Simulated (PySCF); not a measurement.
Q: Write Cartesian coordinates for `BrCC1=C[SiH2]O1` as optimised with PBE0-D3(BJ)/def2-SVP.

A: 
```
atom  x, y, z in Å
Br1   -2.560   -1.502    0.675
C2    -1.547   -0.501   -0.622
C3    -0.216   -0.063   -0.121
C4     0.459   -0.211    1.042
Si5    1.760    0.767    0.191
O6     0.519    0.662   -1.033
H7    -1.417   -1.132   -1.513
H8    -2.139    0.379   -0.913
H9     0.145   -0.729    1.943
H10    2.020    2.180    0.581
H11    3.026    0.122   -0.252
```

Orientation and origin are arbitrary. Atoms count from 1 in this order. Si5 (oxygen-bound silicon) has angles from 77.9° to 120.6°. The C–C distances run from 1.353 Å (C3=C4, drawn double) to 1.487 Å (C2–C3, drawn single), a spread of 0.134 Å. The 4-membered ring C3–C4–Si5–O6 has internal angles of 77.9° to 111.1° (sum 360°, against 360° for a flat polygon); it is planar, 0.00 Å rms from its mean plane, widest ring torsion 0°. Of the pairs four or more bonds apart, Br1···H9 is among the closest relative to their van der Waals radii: 3.09 Å, 101 % of the sum of Bondi's values.

Bonds between heavy atoms (Å): Br1–C2 1.926, C2–C3 1.487, C3=C4 1.353, C4–Si5 1.836, Si5–O6 1.746, C3–O6 1.378.

Method used: PBE0-D3(BJ)/def2-SVP geometry optimisation, gas phase (PySCF).

Point group: Cs (tolerance 0.08 Å). No frequency check. One conformer, not necessarily the lowest (Br1–C2–C3–C4 0°).
